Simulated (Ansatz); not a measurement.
Reaction (formal exchange of groups at a C–O bond): `CBCOC` + `OC=S` → `CBCC(O)=S` + CH₃OH

Computed with Ansatz on PBE0-D4/def2-TZVP structures; ΔE is electronic, products minus reactants. CCSD(T)/CBS is the MP2 limit (def2-TZVPP, def2-QZVPP) plus CCSD(T) − MP2 in def2-TZVPP, frozen cores. This one scheme is used for every species. DFT in def2-TZVPP. B3LYP here is the variant with VWN-RPA as its local correlation; programs differ in this. Each species was taken in one conformer, which may not be the lowest.

`CBCOC`:

Z-matrix (Å, degrees):
```
C
B 1 1.550
H 1 1.091 2 113.9
H 1 1.102 2 105.3 3 -116.3
H 1 1.092 2 114.0 3 128.5
C 2 1.558 1 123.6 3 21.3
H 2 1.203 1 120.9 3 -161.2
O 6 1.405 2 114.4 1 -1.8
H 6 1.108 2 108.4 1 122.5
H 6 1.108 2 107.8 1 -125.6
C 8 1.399 6 112.8 2 -179.6
H 11 1.100 8 111.5 6 60.4
H 11 1.100 8 111.6 6 -60.6
H 11 1.091 8 107.8 6 179.9
```

`OC=S`:

Cartesian coordinates in Å:
```
O -0.975 -0.244 0.068
C 0.334 0.000 0.106
S 1.312 -0.545 1.257
H -1.367 0.177 -0.706
H 0.695 0.612 -0.725
```

`CBCC(O)=S`:

Cartesian coordinates in Å:
```
C -1.003 0.223 -1.795
B 0.070 0.263 -0.679
C -0.019 -0.616 0.613
C 0.579 -0.062 1.871
O 1.801 0.455 1.740
S -0.168 -0.074 3.311
H -1.675 -0.637 -1.758
H -1.625 1.117 -1.626
H -0.598 0.340 -2.802
H 1.022 0.993 -0.817
H 0.597 -1.491 0.324
H -1.016 -1.004 0.816
H 2.036 0.494 0.801
```

CH₃OH:

Z-matrix (Å, degrees):
```
C
O 1 1.409
H 1 1.097 2 112.4
H 1 1.090 2 107.0 3 -118.5
H 1 1.097 2 112.4 3 123.0
H 2 0.959 1 108.5 3 -61.6
```

| level | ΔE (kJ/mol) | difference from CCSD(T)/CBS |
| --- | --- | --- |
| B3LYP-D4 | -58.3 | 9.3 |
| B2PLYP | -59.3 | 8.3 |
| PBE0 | -64.8 | 2.8 |
| B3LYP | -54.0 | 13.6 |
| MP2/def2-TZVPP | -70.4 | -2.8 |
| SCS-MP2/def2-TZVPP | -63.4 | 4.2 |
| CCSD/def2-TZVPP | -62.5 | 5.1 |
| MP2/def2-QZVPP | -72.7 | -5.1 |
| SCS-MP2/def2-QZVPP | -65.8 | 1.8 |
| MP2/CBS(def2) | -74.3 | -6.7 |
| CCSD(T)/CBS | -67.6 | 0 |

Largest T1 diagnostic among the species: 0.018.

In def2-TZVPP, CCSD(T) changes the Hartree–Fock value by −8.5 kJ/mol (the triples alone add −1.3 kJ/mol) and MP2 by −15.2 kJ/mol. From PBE to PBE0 (25 % exact exchange), in def2-TZVPP and without D4, ΔE moves by −4.4 kJ/mol. The D4 term adds −4.3 kJ/mol with B3LYP and −2.3 kJ/mol with PBE0; it sums over pairs of atoms, weighted by their polarisabilities, and B3LYP, whose exchange is more repulsive, gets the larger term.
